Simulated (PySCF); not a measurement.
C5H10, SMILES CC1CCC1.

Geometry optimised at B3LYP-D3(BJ)/def2-SVP.

Method: PySCF with TDDFT-CAM-B3LYP/def2-SVPD.

Vertical excitations. Gas-phase values at a fixed geometry. State labels are in the subgroup Cs.

```csv
state,symmetry,energy (eV),λ (nm),f,main pairs
S1,A',8.28,150,0.001,HOMO→LUMO 90 %
S2,A",8.34,149,0.062,HOMO−1→LUMO 89 %
S3,A',8.69,143,0.016,"HOMO−2→LUMO 65 %, HOMO→LUMO+1 16 %"
S4,A',8.72,142,0.023,"HOMO→LUMO+1 54 %, HOMO→LUMO+2 21 %, HOMO−2→LUMO 17 %"
S5,A",8.77,141,0.001,HOMO−1→LUMO+1 77 %
S6,A',8.88,140,0.023,"HOMO→LUMO+2 64 %, HOMO→LUMO+1 22 %"
S7,A",8.91,139,0.008,HOMO−1→LUMO+2 75 %
S8,A",9.01,138,0.003,HOMO→LUMO+3 82 %
S9,A',9.12,136,0.014,"HOMO−1→LUMO+3 75 %, HOMO−2→LUMO+1 15 %"
S10,A',9.15,136,0.019,"HOMO−2→LUMO+1 58 %, HOMO−1→LUMO+3 16 %"
T1,A',8.10,153,0,HOMO→LUMO 84 %
T2,A",8.11,153,0,HOMO−1→LUMO 83 %
T3,A',8.43,147,0,HOMO−2→LUMO 73 %
T4,A',8.44,147,0,"HOMO→LUMO+1 60 %, HOMO→LUMO+2 27 %"
```
Triplets are in the Tamm–Dancoff approximation, which puts them higher than full response would, so one can lie above its singlet here.
